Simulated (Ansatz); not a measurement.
Z-matrix (Å, degrees):
```
In
Ge 1 3.138
S 1 2.799 2 45.2
N 1 2.140 2 33.8 3 155.5
H 1 1.714 2 101.8 3 -90.3
H 1 1.715 2 126.3 3 79.5
H 2 1.535 1 140.4 3 -83.6
H 2 1.537 1 106.8 3 93.8
H 3 1.345 1 92.7 2 93.2
B 4 1.409 1 132.5 2 -163.5
O 10 1.371 4 124.5 1 -12.8
H 10 1.207 4 121.1 1 167.0
H 11 0.961 10 114.1 4 0.9
```

Total charge 0; spin multiplicity 1. In takes the def2 core potential.

Problem. List the CAM-B3LYP/def2-TZVPP orbital energies in eV (Ansatz). (An estimate is asked.)

Solution. Ansatz gave: Occupied: -10853.10, -2420.66, -1357.30, -1208.29, -1208.23, -1208.22, -522.37, -390.69, -218.70, -185.67, -172.15, -163.27, -163.18, -163.11, -129.18, -122.54, -122.39, -122.37, -85.89, -85.66, -85.62, -36.11, -36.03, -36.01, -35.93, -35.91, -29.69, -24.56, -23.21, -22.82, -22.71, -22.61, -22.58, -22.21, -17.32, -16.82, -14.72, -13.71, -13.17, -12.49, -12.10, -11.48, -11.16, -10.83, -10.01, -9.85, -9.45, -8.69. Lowest empty: -0.30, 0.42, 0.73, 1.10, 1.59, 1.66, 1.85, 2.14.
